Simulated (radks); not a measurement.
Excited configurations of the iridium ion Ir+: one electron is placed in a higher orbital outside [Xe] 4f14 5d7. The ground configuration is [Xe] 4f14 5d7 6s1. Method: Dirac Kohn-Sham, PBE, spin-unpolarised, spherical densities, finite nucleus; open shells fill j = l - 1/2 first; Fermi nuclear charge, rms radius 5.4032 fm; computed with a radial shooting solver on a logarithmic mesh with Libxc functionals. Excitation = E - E(ground); binding = E(ion) - E, where the ion is the core of charge +2; n* = 2/sqrt(2 binding) in atomic units, and the quantum defect is n - n*.

| outer orbital | excitation (eV) | binding (eV) | quantum defect | <r> (bohr) |
|---|---|---|---|---|
| 5f5/2 | 13.847 | 3.558 | 1.089 | 8.451 |
| 6p1/2 | 5.657 | 11.748 | 3.848 | 3.362 |
| 6d3/2 | 11.824 | 5.582 | 2.877 | 6.093 |
| 6f5/2 | 14.976 | 2.430 | 1.267 | 14.31 |
| 7s1/2 | 10.593 | 6.812 | 4.173 | 6.251 |
| 7p1/2 | 12.013 | 5.392 | 3.823 | 7.454 |
| 7d3/2 | 14.049 | 3.356 | 2.973 | 11.28 |
| 7f5/2 | 15.668 | 1.737 | 1.403 | 21.56 |

The Delta-SCF ionisation energy is 17.405 eV (NIST Atomic Spectra Database: 17.0 eV, semi-empirical). Self-interaction in the functional shifts the binding energies and quantum defects, so they are the method's values and not measured ones. Spin polarisation and multiplet splitting are left out, so open shells lie too high by an amount that depends on their filling.

Beside tabulated values, note that spin-unpolarised runs miss the spin-polarisation part of the exchange energy of open shells.
